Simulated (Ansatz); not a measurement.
`CB(C)N` + HBr → `CB(N)Br` + CH₄ at 298.15 K and 1 bar (ligand exchange at a B–C bond).

Gas-phase electronic energies from Ansatz, PBE0-D4/def2-TZVP geometries. CCSD(T)/CBS is the MP2 limit (def2-TZVPP, def2-QZVPP) plus CCSD(T) − MP2 in def2-TZVPP, frozen cores. This one scheme is used for every species. For Br outer-core shells are correlated without core-valence functions, which leaves a few kJ/mol of doubt a bond. Scalar relativity is left out up to krypton. Each species was taken in one conformer, which may not be the lowest.

| species | CCSD(T)/CBS energy (Eh) | H − E (kJ/mol) | S (J/(mol·K)) |
| --- | --- | --- | --- |
| `CB(C)N` | -160.48988 | 294.3 | 311.2 |
| HBr | -2573.91920 | 24.6 | 198.6 |
| `CB(N)Br` | -2693.98242 | 198.7 | 317.7 |
| CH₄ | -40.46206 | 127.4 | 186.2 |

H − E and S are ideal-gas, rigid-rotor, harmonic terms from PBE0-D4/def2-TZVP, for one conformer and one mirror image of each species. 1 Eh = 2625.50 kJ/mol, R = 8.31446 J/(mol·K).

Task: By hand: ΔE, ΔH, ΔS and ΔG.

Result: ΔE = (-2693.98242) + (-40.46206) − (-160.48988) − (-2573.91920) = -0.03540 Eh = -92.9 kJ/mol. Δ(H − E) = 198.7 + 127.4 − 294.3 − 24.6 = 7.2, so ΔH = -85.7 kJ/mol. ΔS = 317.7 + 186.2 − 311.2 − 198.6 = -5.9 J/(mol·K). ΔG = -85.7 − 298.15 × (-5.9)/1000 = -83.9 kJ/mol.

Task: By hand: the equilibrium constant, and the temperature at which ΔG would vanish if ΔH and ΔS stayed fixed.

Result: log₁₀ K = −ΔG/(RT ln 10) = 14.7. ΔG = 0 at ΔH/ΔS = 14525 K, far beyond where these terms or the molecules hold.

The number of gas molecules stays the same, so ΔS is small and ΔH decides. A doubt of 5 kJ/mol in ΔE shifts log₁₀ K by 0.9 here. Other conformers and mirror images would add mixing entropy, several J/(mol·K) or more a flexible species. These are equilibria of isolated gas molecules and say nothing of rates. Largest T1 diagnostic: 0.010 (customary marks: 0.02 for closed shells, 0.045 for open ones).
